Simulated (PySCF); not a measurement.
Atomic charges by several schemes

Species: C3H13FN2Si2.
Geometry (GFN2-xTB, Å), atoms numbered from 1 in this order:
```
atom  x, y, z in Å
C1     2.9489    0.3355    0.6221
N2     1.8072   -0.2489   -0.0483
C3     0.6497    0.6201   -0.1262
C4    -0.5120   -0.1926   -0.6788
Si5   -0.4203   -1.9106    0.1637
Si6   -2.1610    0.7111   -0.5250
N7    -2.6386    0.7818    1.1195
F8    -3.3330   -0.1552   -1.2193
H9     3.2900    1.2756    0.1624
H10    3.7720   -0.3770    0.6130
H11    2.6797    0.5412    1.6586
H12    2.0701   -0.5358   -0.9867
H13    0.4242    0.9441    0.8948
H14    0.8363    1.5310   -0.7255
H15   -0.3307   -0.3479   -1.7476
H16   -0.1383   -1.7403    1.5877
H17    0.5988   -2.7484   -0.4740
H18   -1.7138   -2.5830   -0.0018
H19   -2.2052    1.9624   -1.2856
H20   -2.0309    1.1781    1.8140
H21   -3.6021    0.9758    1.3369
```

Density: PBE0/pcSseg-1 (PySCF); schemes: Mulliken, IAO, Hirshfeld and ESP-fitted. Isolated species at its GFN2-xTB geometry (one conformer only).

Task: Do the Mulliken, IAO, Hirshfeld and ESP-fitted schemes agree on where the charge is lowest?

Result: The schemes don't all agree: Mulliken C4 (-0.851); IAO N7 (-0.857); Hirshfeld N7 (-0.313); ESP-fitted N7 (-1.000).

Task: For which atoms does the sign change between the 4 schemes (beyond +0.03 e in one, beyond −0.03 e in another)?

Result: For none.

Task: Give the atomic charges in each scheme.

Result: In e:

| atom | environment | Mulliken | IAO | Hirshfeld | ESP-fitted |
| --- | --- | --- | --- | --- | --- |
| C1 | N-methyl carbon | -0.103 | -0.306 | -0.070 | -0.397 |
| N2 | secondary amine nitrogen | -0.534 | -0.392 | -0.133 | -0.345 |
| C3 | sp3 carbon bound to nitrogen | -0.014 | -0.133 | -0.028 | -0.030 |
| C4 | sp3 carbon bound to silicon | -0.851 | -0.694 | -0.205 | -0.414 |
| Si5 | SiH3 silicon | +0.557 | +0.605 | +0.281 | +0.334 |
| Si6 | fluorine-bound silicon | +1.142 | +1.315 | +0.451 | +0.762 |
| N7 | silicon-bound nitrogen | -0.638 | -0.857 | -0.313 | -1.000 |
| F8 | silicon-bound fluorine | -0.431 | -0.543 | -0.210 | -0.298 |
| H9 | methyl hydrogen | +0.088 | +0.111 | +0.030 | +0.120 |
| H10 | methyl hydrogen | +0.120 | +0.151 | +0.049 | +0.147 |
| H11 | methyl hydrogen | +0.113 | +0.144 | +0.044 | +0.148 |
| H12 | N–H hydrogen | +0.184 | +0.240 | +0.112 | +0.310 |
| H13 | methylene hydrogen | +0.112 | +0.122 | +0.036 | +0.135 |
| H14 | methylene hydrogen | +0.115 | +0.107 | +0.027 | +0.051 |
| H15 | methine hydrogen | +0.167 | +0.151 | +0.038 | +0.149 |
| H16 | Si–H hydrogen | -0.087 | -0.121 | -0.082 | -0.075 |
| H17 | Si–H hydrogen | -0.096 | -0.123 | -0.087 | -0.127 |
| H18 | Si–H hydrogen | -0.090 | -0.132 | -0.088 | -0.089 |
| H19 | Si–H hydrogen | -0.146 | -0.183 | -0.095 | -0.157 |
| H20 | N–H hydrogen | +0.193 | +0.266 | +0.118 | +0.366 |
| H21 | N–H hydrogen | +0.200 | +0.272 | +0.125 | +0.411 |

Mean size of the charges over all atoms: IAO 0.332 e, Mulliken 0.285 e, ESP-fitted 0.279 e, Hirshfeld 0.125 e. Each set sums to the total charge, 0, to within 0.001 e. The Hirshfeld scheme divides the density at each point in proportion to the densities of the neutral, spherically averaged free atoms.

Task: How closely do the schemes follow one another over all atoms?

Result: Correlation coefficient and root-mean-square difference: IAO with Hirshfeld 0.98, 0.289 e; Mulliken with IAO 0.98, 0.101 e; Mulliken with Hirshfeld 0.96, 0.254 e; IAO with ESP-fitted 0.94, 0.169 e; Hirshfeld with ESP-fitted 0.93, 0.220 e; Mulliken with ESP-fitted 0.88, 0.190 e.

Task: Sum the charges by element, for elements with more than one atom.

Result: 
| element | atoms | Mulliken | IAO | Hirshfeld | ESP-fitted |
| --- | --- | --- | --- | --- | --- |
| C | 3 | -0.968 | -1.133 | -0.302 | -0.841 |
| N | 2 | -1.172 | -1.249 | -0.446 | -1.345 |
| Si | 2 | +1.699 | +1.921 | +0.732 | +1.096 |
| H | 13 | +0.873 | +1.005 | +0.227 | +1.388 |

The run behind these numbers computed NMR shieldings as well. On an Arm Neoverse N1 with one thread, no GPU, shared host with 64 logical CPUs at a one-minute load of 57, this took 77 s and 0.96 GiB of memory at its peak.
